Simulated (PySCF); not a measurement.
# Frontier orbitals and the lowest excitations

Compound: CH2=CFCOOEt, C5H7FO2.
Cartesian coordinates in Å at the GFN2-xTB level; atoms count from 1:
```xyz
15
C5H7FO2 angstrom
C      3.2695    0.1616    0.3154
C      2.0317    0.4047   -0.0865
F      1.7757    1.2796   -1.0752
C      0.8271   -0.2500    0.5006
O      0.8859   -1.0574    1.3950
O     -0.2910    0.1639   -0.0780
C     -1.5108   -0.3992    0.4075
C     -2.6588    0.2055   -0.3769
H      3.4316   -0.5440    1.1087
H      4.1163    0.6510   -0.1308
H     -1.4681   -1.4871    0.2850
H     -1.5961   -0.1816    1.4780
H     -2.6735    1.2840   -0.2465
H     -2.5451   -0.0138   -1.4349
H     -3.5989   -0.2093   -0.0258
```

Method: TDDFT CAM-B3LYP/def2-SVPD, vertical, gas phase, core orbitals frozen in the response in PySCF 2.14.0, density-fitted response routines.

Kohn–Sham orbitals with the atoms that hold most of them (Löwdin shares over 4%, at most four atoms; ? is withheld):

| orbital | ε (eV) | atoms |
| --- | --- | --- |
| LUMO+2 | 1.70 | C1 26%, C8 11%, H10 9%, H9 9% |
| LUMO+1 | 1.23 | C8 18%, C7 16%, C4 12%, H15 6% |
| LUMO | -0.43 | ? |
| HOMO | -9.48 | C1 36%, C2 30%, F3 15%, O5 8% |
| HOMO-1 | -9.99 | ? |
| HOMO-2 | -10.51 | O6 41%, O5 20%, C7 14%, H11 6% |
| HOMO-3 | -11.76 | O6 30%, C7 24%, C8 17%, O5 6% |

(1) Give the leading atoms of the LUMO.

(2) Which atoms hold the HOMO-1, and with what shares?

(3) The HOMO–LUMO gap is 9.05 eV. Where does the response calculation put the lowest singlet, and from which orbitals?

(4) One configuration dominates each of S1, S2, S3 and S6. Which, and how do the shares of the two leading atoms of either orbital change from the occupied to the empty one?

Results:

(1) C1 (bonded to C and 2 H) 25%; C2 (bonded to 2 C and F) 20%; C4 (bonded to C and 2 O) 18%; O5 (bonded to C) 15%. By element: carbon 63% or more, oxygen 15% or more.

(2) O5 (bonded to C) 66%; O6 (bonded to 2 C) 10%; C4 (bonded to C and 2 O) 9%; C2 (bonded to 2 C and F) 5%. By element: oxygen 76%, carbon 14% or more.

(3) S1 is at 5.20 eV (f = 0.0001), 3.85 eV below the gap, made of HOMO-1→LUMO (94%). Its leading pair isn't HOMO and LUMO; the energies of that pair differ by 9.56 eV. Without the coupling terms of the response equations the lowest excitation would equal the gap.

(4) 
- S1 (5.20 eV, f 0.0001), HOMO-1→LUMO (94%): O5 66% → 15%, O6 10% → at most 16%, C1 at most 6% → 25%, C2 5% → 20%
- S2 (6.19 eV, f 0.306), HOMO→LUMO (98%): C1 36% → 25%, C2 30% → 20%
- S3 (7.11 eV, f 0.142), HOMO-2→LUMO (94%): O6 41% → at most 16%, O5 20% → 15%, C1 at most 7% → 25%, C2 at most 7% → 20%
- S6 (8.27 eV, f 0.039), HOMO-1→LUMO+1 (74%): O5 66% → at most 7%, O6 10% → at most 7%, C8 at most 6% → 18%, C7 at most 6% → 16%

The run took 35 s wall on one thread of an x86-64 server (shared host).

One conformer stands for the species.
